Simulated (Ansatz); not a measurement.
Reaction (atomization): `CBBC` → 2 B• + 2 C• + 8 H•

Computed with Ansatz on PBE0-D4/def2-TZVP structures; ΔE is electronic, products minus reactants. CBS: MP2 limit from def2 TZ/QZ plus the TZ coupled-cluster correction, frozen cores. This one scheme is used for every species, atoms too. Functionals use def2-TZVPP. No spin–orbit coupling; open shells (•) take unrestricted orbitals. Spin–orbit coupling would lower the free atoms: a little for B, C. Each species was taken in one conformer, which may not be the lowest.

CCSD(T)/CBS gives +4428.1 kJ/mol.

Question: Another level gave +4403.8 kJ/mol. Which?
A. ωB97M-V/def2-TZVPP
B. PBE-D4/def2-TZVPP
C. BLYP/def2-TZVPP
D. PBE0-D4/def2-TZVPP

Answer: C. BLYP 4403.8, PBE-D4 4516.6, ωB97M-V 4470.2, PBE0-D4 4484.5 kJ/mol.

Largest T1 diagnostic among the species: 0.014.

Leaving LDA and LC-ωPBE aside and taking each functional with its dispersion term where it has one, the values, not all of them listed here, spread over 110.3 kJ/mol, from BHLYP-D4 to PBE-D4. LDA lies +486.6 kJ/mol from PBE without D4, its usual overbinding. From r2SCAN to r2SCAN0 (25 % exact exchange), in def2-TZVPP and without D4, ΔE moves by −31.8 kJ/mol: exact exchange takes away binding that semilocal exchange gives to molecules.

For atomizations the MP2-based limit and the directly extrapolated one differ by several kJ/mol either way, and by 10 to 25 for some Ge, Se and Sn compounds, so smaller differences from it don't rank the levels.
